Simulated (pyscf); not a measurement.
# HS–Zn–SeH (SMILES [SH][Zn][SeH]), singlet

Gas-phase minimum from PySCF at ωB97X-D3(BJ)/def2-SVP, one conformer. 

```xyz
5

S     -0.1467     2.3028    -1.3745
Zn     0.6024     0.4386    -0.5537
Se     1.3934    -1.5131     0.3069
H     -0.7843     2.6345    -0.2326
H      0.2104    -2.2402    -0.1708
```
Charge 0, spin multiplicity 1.

Bonds (Å): S1–Zn2 2.170, S1–H4 1.349, Zn2–Se3 2.275, Se3–H5 1.468. Angles (°): Zn2–S1–H4 93.1, S1–Zn2–Se3 179.8, Zn2–Se3–H5 91.2.

Properties at ωB97X-D3(BJ)/def2-SVP:

```
Quantity                                                                                                                                                         Result
---------------------------------------------------------------------------------------------------------------------  ------------------------------------------------
Harmonic wavenumbers, unscaled                                                                                         86, 86, 127, 259, 445, 582, 635, 2486, 2745 cm⁻¹
Zero-point energy                                                                                                                                         10.7 kcal/mol
Rotational symmetry number                                                                                                                                            1
Entropy of this conformer at 298 K and 1 atm, rigid rotor and harmonic oscillator, modes under 100 cm⁻¹ raised to 100                                   334.8 J/(mol K)
Dipole moment                                                                                                                                                    1.06 D
```

Single-point totals, which compare only within one level (frozen core for MP2 and CC):

```csv
level,total energy (hartree)
ωB97X-D3(BJ)/def2-TZVP,-4580.34001
PBE/def2-TZVP,-4579.63087
r²SCAN/def2-TZVP,-4580.37997
B3LYP-D3(BJ)/def2-TZVP,-4580.54485
PBE0-D3(BJ)/def2-TZVP,-4579.76397
M06-2X/def2-TZVP,-4580.41141
ωB97M-D3(BJ)/def2-TZVP,-4580.51896
HF/def2-TZVPP,-4576.43542
MP2/def2-TZVPP,-4577.71644
CCSD/def2-TZVPP,-4577.65815
CCSD(T)/def2-TZVPP,-4577.69532
```

Soft torsions are taken as harmonic, which can shift the entropy by several J/(mol K). The CCSD(T) − MP2 part came from Ansatz, without density fitting, on the same reference. The frozen core leaves the outer d or s,p core shells of the metals and heavy elements correlated in the MP2 and CC values, and def2-TZVPP describes them poorly, so these totals are far from the basis limit. Elements up to Kr have no core potential and no relativistic terms here.
